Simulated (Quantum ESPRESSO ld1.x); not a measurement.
The numbers below are computed, except where a source is named.
Kr XIV, configuration [Ar] 3d5 (the NIST ground configuration). Code: ld1.x of Quantum ESPRESSO 7.5. Model: non-relativistic Kohn-Sham, LDA (Slater exchange, Perdew-Zunger correlation), spin-polarised, spherical densities, point nucleus; open shells are filled with parallel spins first.

Radial electron density D(r) = 4 pi r^2 rho(r):

r (bohr),D(r) (e/bohr),spin D(r)
0.004307,5.501,-0.000407
0.004817,6.634,-0.000491
0.005388,7.966,-0.000590
0.006027,9.519,-0.000704
0.006741,11.31,-0.000837
0.00754,13.37,-0.000988
0.008434,15.68,-0.00116
0.009433,18.27,-0.00135
0.01055,21.10,-0.00155
0.0118,24.14,-0.00177
0.0132,27.34,-0.00200
0.01476,30.60,-0.00223
0.01651,33.83,-0.00246
0.01847,36.87,-0.00265
0.02083,39.75,-0.00280
0.02329,41.91,-0.00284
0.02606,43.41,-0.00273
0.02914,44.13,-0.00236
0.0326,44.03,-0.00154
0.03646,43.16,0.0000651
0.04078,41.70,0.00303
0.04562,39.94,0.00838
0.05102,38.28,0.0178
0.05707,37.16,0.0343
0.06383,37.02,0.0624
0.0714,38.11,0.109
0.07986,40.48,0.185
0.08932,43.84,0.307
0.09991,47.58,0.494
0.1117,50.83,0.774
0.126,52.72,1.21
0.1409,52.23,1.79
0.1576,49.29,2.57
0.1763,44.28,3.56
0.1972,38.16,4.76
0.2206,32.29,6.13
0.2467,27.98,7.59
0.276,26.04,9.01
0.3087,26.44,10.2
0.3452,28.29,11.0
0.3862,30.15,11.1
0.4319,30.63,10.7
0.4831,28.89,9.55
0.5404,24.93,7.96
0.6044,19.50,6.13
0.676,13.74,4.34
0.7622,8.321,2.70
0.8526,4.591,1.56
0.9536,2.218,0.798
1.067,0.9267,0.360
1.193,0.3306,0.140
1.334,0.09924,0.0464
1.493,0.02466,0.0128
1.669,0.004980,0.00288

D(r) has 3 maxima, at r = 0.0303, 0.130, 0.418 bohr, and minima at 0.0613, 0.285 bohr, inside which lie 2.07, 10.98 electrons.
